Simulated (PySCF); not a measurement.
Compound: CH10NOSi3 (charge -1).
SMILES: `C[Si@@H]([N-][SiH3])O[SiH3]`

Torsions of this conformer, `[CH3:1][Si@@H:2]([N-:3][SiH3:4])[O:5][SiH3:6]`: C1–Si2–N3–Si4 -71°, C1–Si2–O5–Si6 -126°.

The closed-shell ground state was solved at several levels (PySCF, density fitting, gas phase, non-relativistic). Geometry: PBE0-D3(BJ)/def2-SVP, one conformer, isolated ion. The geometry's basis has no diffuse functions, a weakness for an anion. No diffuse functions stand in pcSseg-1, which bears on an anion's orbital energies.

```csv
level,basis functions,total energy (Eh),HOMO (eV),LUMO (eV),gap (eV)
CAM-B3LYP/def2-SVPD,215,-1042.2950,-3.28,4.55,7.83
wB97X-D/pcSseg-1,173,-1042.6273,-3.72,6.42,10.14
```

Problem. Estimate the row for PBE0/pcSseg-1, a basis of 173 functions; the other rows only guide the guess.

Solution. Total energy -1042.1250 Eh, HOMO -1.90 eV, LUMO 4.64 eV, gap 6.54 eV.

Problem. Over all these levels, which gives the widest orbital gap and which the narrowest?

Solution. wB97X-D/pcSseg-1 (range-separated hybrid) has the widest, 10.14 eV, and PBE0/pcSseg-1 (global hybrid, 25 % exact exchange) the narrowest, 6.54 eV. The two share the basis. From the narrowest to the widest the HOMO moves by -1.82 eV and the LUMO by +1.78 eV.

The pairwise dispersion term of wB97X-D wasn't added to the energies; at a given geometry it leaves orbitals and properties as they are.
